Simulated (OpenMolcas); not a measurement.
# Mn4+, Tc4+, Re4+: d³ down the group

```json
{"Program": "OpenMolcas 26.06", "Method": "MS-RASPT2, IPEA 0.25 Eh, imaginary shift 0.1 Eh", "Basis": "ANO-R2", "Scalar Hamiltonian": "X2C, finite nucleus", "Spin-orbit coupling": "RASSI with atomic mean-field integrals over the reference wave functions, term energies averaged over their components"}
```

Active space for each ion: 9 electrons in 8 orbitals (RAS1 p, at most 2 holes; RAS2 d); closed shells correlated by CASPT2: Mn4+ 3s; Tc4+ 4s; Re4+ 5s.

Computed levels in cm-1 above ⁴F_3/2:

```csv
Level,Mn4+,Tc4+,Re4+
⁴F_5/2,379,1105,5230
⁴F_7/2,892,2470,9570
⁴F_9/2,1525,3970,12600
⁴P_1/2,17090,12180,14740
⁴P_5/2,17700,13940,21960
²G_7/2,18340,14130,20060
²G_9/2,18870,14990,32020
²P_1/2,23560,17550,24590
²H_9/2,25440,19450,21060
weight of ⁴F in the lowest level (%),100,98,84
```

Mixed levels, with the weight of the term that names them: Re4+ ⁴F_9/2 (62 %), Re4+ ⁴P_1/2 (63 %), Re4+ ²G_9/2 (56 %), Re4+ ²P_1/2 (63 %), Re4+ ²H_9/2 (56 %).

Measured, with the error of the calculation in %. Measured levels: Mn4+ from Corliss and Sugar, J. Phys. Chem. Ref. Data 6, 1253 (1977); Re4+ from the list in Brasseur, Gamrath and Quinet, At. Data Nucl. Data Tables 157, 101636 (2024).

| Level | Mn4+ | Re4+ |
| --- | --- | --- |
| ⁴F_5/2 | 359 (+5.5) | 4853 (+7.8) |
| ⁴F_7/2 | 835 (+6.8) | 8973 (+6.6) |
| ⁴F_9/2 | 1412 (+8.0) | 11914 (+5.7) |
| ⁴P_1/2 | 16434 (+4.0) | 14325 (+2.9) |
| ⁴P_5/2 | 17049 (+3.8) | 20922 (+4.9) |
| ²G_7/2 | 17892 (+2.5) | 19013 (+5.5) |
| ²G_9/2 | 18399 (+2.6) | 30366 (+5.4) |
| ²P_1/2 | 23082 (+2.1) | 23669 (+3.9) |
| ²H_9/2 | 24975 (+1.9) | 19967 (+5.5) |

The fine-structure level ⁴F_9/2 changes by a factor of 8.26 from Mn4+ to Re4+.

Without spin-orbit coupling ⁴P lies 16600, 10960, 10610 cm-1 above ⁴F in that order; the difference to the level ⁴P_1/2, of either sign, comes from spin-orbit coupling, which also lowers the zero.

Term energies are means over components that CASPT2 splits; among the terms shown or strongly mixed into the levels shown the widest spread is 1700 cm-1 (4d³ ⁴F, Tc4+). Active for correlation alone: 3p; no level in the range computed is led by a configuration that opens it, so any true level of that kind is missing (holds for Mn4+). Active for correlation alone: 4p; no level in the range computed is led by a configuration that opens it, so any true level of that kind is missing (holds for Tc4+). Active for correlation alone: 5p; no level in the range computed is led by a configuration that opens it, so any true level of that kind is missing (holds for Re4+). Measured partners are found by configuration, term and J. A level has none where our copy of the source lacks it or the pairing is in doubt (some pairs that miss far off the trend of their configuration count as doubtful), and it then counts in no deviation. Levels of configurations outside the active space are missing.
